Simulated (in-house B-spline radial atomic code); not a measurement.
How numerical settings move a run on the thulium ion Tm³⁺, [Xe] 4f12. Computed with an all-electron radial atomic-structure program (B-spline basis): Dirac-Kohn-Sham PBE0, spherical fractional occupations, Fermi nucleus of rms radius 5.2256 fm.

Command:
```bash
python run_scf.py task.json out
```
Settings of the sound reference run:
```
Z                69
electrons        66
configuration    [Xe] 4f12
hamiltonian      dirac
method           pbe0
spin_polarised   False
nucleus          fermi
rms_radius       5.2256
mass_number      169
atomic_mass      168.9342
speed_of_light   137.036
knot_spacing     0.22
spline_order     8
gauss_points     12
box_radius       16.22
max_iterations   70
damping          0.5
damped_steps     3
diis_vectors     10
tolerance        1e-08
start            Thomas-Fermi
```

Cost of the run: 1.8 s on 1 thread of Intel(R) Xeon(R) Platinum 8375C CPU @ 2.90GHz (shared host).

It converges in 10 iterations to -13578.218937 hartree, with 4f7/2 at -37.4762 eV. The other runs change the listed settings, some to values that make no sense; their results aren't properties of the atom or ion. Radii are in bohr (the nuclear one in fm), a minus after a letter asks for a j subshell, and «unchanged» means within 1e-8 hartree. The run stops when the residual is below 10 × tolerance × max(1, Z/10), or a noise floor if that is larger, and the energy moves by less than 1e-8 × √|E| hartree; so very loose and very tight tolerances often act alike.

```tsv
changed settings	outcome
gauss_points = 5	converged in 10 iterations, energy -8.30e-08 hartree from the reference
gauss_points = 4	converged in 10 iterations, energy +8.38e-06 hartree from the reference, 4f7/2 level +4.2e-07 eV
max_iterations = 2	not converged after 2 iterations, last residual 5.3e-01, last energy +7.27e+00 hartree from the reference
max_iterations = 3	not converged after 3 iterations, last residual 1.7e-01, last energy +5.58e-01 hartree from the reference
max_iterations = 60, damped_steps = 0, diis_vectors = 20	converged in 9 iterations, energy unchanged, 4f7/2 level -3.2e-05 eV
gauss_points = 3	converged in 10 iterations, energy +1.65e-03 hartree from the reference, 4f7/2 level -4.9e-05 eV
electrons = 69, configuration = [Xe] 4f12 6s3, max_iterations = 60	stopped with error: shell 6s holds at most 2 electrons
max_iterations = 8	not converged after 8 iterations, last residual 4.1e-05, last energy +5.20e-08 hartree from the reference
max_iterations = 5	not converged after 5 iterations, last residual 1.4e-01, last energy +5.54e-01 hartree from the reference
spline_order = 4, first_knot = 0.00435, max_iterations = 75	converged in 10 iterations, energy +2.20e+00 hartree from the reference, 4f7/2 level -6.8e-03 eV
spline_order = 5, first_knot = 1.45e-05, max_iterations = 50	converged in 10 iterations, energy +3.52e-04 hartree from the reference, 4f7/2 level -1.0e-04 eV
damped_steps = 1	converged in 10 iterations, energy unchanged, 4f7/2 level -9.0e-05 eV
```

Problem. What happens with method = tpss,tpss?

Solution. Stopped with error: meta-GGAs are not served with the Dirac Hamiltonian.

Problem. What happens with spline_order = 10, gauss_points = 4, first_knot = 0.000145, max_iterations = 60, start = bare nucleus?

Solution. Converged in 13 iterations, energy -9.68e-03 hartree from the reference, 4f7/2 level -3.7e-06 eV.

Problem. What happens with electrons = 67, configuration = [Xe] 4f12 2f1, max_iterations = 50?

Solution. Stopped with error: there is no 2f shell.

Problem. What happens with damped_steps = 30?

Solution. Converged in 20 iterations, energy unchanged, 4f7/2 level +2.9e-05 eV.
